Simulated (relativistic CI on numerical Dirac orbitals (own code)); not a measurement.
## d8 in a ligand field

Computed with a parametric ligand-field model of a d^n configuration (Racah B and C, spin-orbit zeta, crystal field), exact diagonalisation.

Field parameters in Wybourne normalisation: D3d B²₀ = −7Dσ, B⁴₀ = −14Dq − 21Dτ, B⁴₃ = −14√(10/7) Dq; D4h B²₀ = −7Ds, B⁴₀ = 21(Dq − Dt), B⁴₄ = 21√(5/14) Dq; Oh B⁴₀ = 21Dq, B⁴₄ = √(5/14) B⁴₀; Td as Oh with Dq negative (B⁴₀ = 21Dq, B⁴₄ = √(5/14) B⁴₀). The field is a parameter set, without covalency.

(1) Ground term and bands for B = 570, C = 2520, ζ = 0 cm⁻¹, Oh, 10Dq = 5000 cm⁻¹?

(2) Ground term and bands for B = 1020, C = 5230, ζ = 0 cm⁻¹, D3d, 10Dq = 19700, Dσ = 1200, Dτ = 240 cm⁻¹?

(3) A d8 ion in Td symmetry has the ground term 3T1 and bands at 3T2 5133 cm⁻¹ (1948 nm), 3A2 11133 cm⁻¹ (898 nm), 1T2 13014 cm⁻¹ (768 nm), 1E 13665 cm⁻¹ (732 nm), 3T1 17617 cm⁻¹ (568 nm), 1T2 21022 cm⁻¹ (476 nm). Which parameters reproduce them?

(4) Ground term and bands for B = 770, C = 3650, ζ = 0 cm⁻¹, D4h, 10Dq = 26850, Ds = 3000, Dt = 360 cm⁻¹?

(5) Ground term and bands for B = 1020, C = 4660, ζ = 0 cm⁻¹, Oh, 10Dq = 4100 cm⁻¹?

## Answers

(1) Ground term 3A2 with 2.00 electrons in the two orbitals of the cubic e set. Spin-allowed: 3T2 5000 cm⁻¹ (2000 nm), 3T1 8354 cm⁻¹ (1197 nm), 3T1 15196 cm⁻¹ (658 nm). Lowest spin-forbidden: 1E 9243 cm⁻¹ (1082 nm), 1T2 13971 cm⁻¹ (716 nm), 1A1 14760 cm⁻¹ (678 nm). With an A2 ground term the first spin-allowed band lies at |10Dq| itself.

(2) Ground term 3A2 with 2.00 electrons in the two orbitals of the cubic e set. Spin-allowed: 3A1 18983 cm⁻¹ (527 nm), 3E 21037 cm⁻¹ (475 nm), 3A2 29522 cm⁻¹ (339 nm), 3E 31148 cm⁻¹ (321 nm). Lowest spin-forbidden: 1E 18300 cm⁻¹ (546 nm), 1A1 31276 cm⁻¹ (320 nm), 1A1 36900 cm⁻¹ (271 nm).

(3) B = 890, C = 3660, ζ = 0 cm⁻¹, Td, 10Dq = -6000 cm⁻¹.

(4) Ground term 3B1 with 2.00 electrons in the two orbitals of the cubic e set. Spin-allowed: 3E 21650 cm⁻¹ (462 nm), 3A2 21679 cm⁻¹ (461 nm), 3B2 26850 cm⁻¹ (372 nm), 3E 39827 cm⁻¹ (251 nm). Lowest spin-forbidden: 1A1 4174 cm⁻¹ (2396 nm), 1B1 13331 cm⁻¹ (750 nm), 1A2 29590 cm⁻¹ (338 nm).

(5) Ground term 3A2 with 2.00 electrons in the two orbitals of the cubic e set. Spin-allowed: 3T2 4100 cm⁻¹ (2439 nm), 3T1 7174 cm⁻¹ (1394 nm), 3T1 20426 cm⁻¹ (490 nm). Lowest spin-forbidden: 1E 16282 cm⁻¹ (614 nm), 1T2 19777 cm⁻¹ (506 nm), 1A1 24387 cm⁻¹ (410 nm). With an A2 ground term the first spin-allowed band lies at |10Dq| itself.
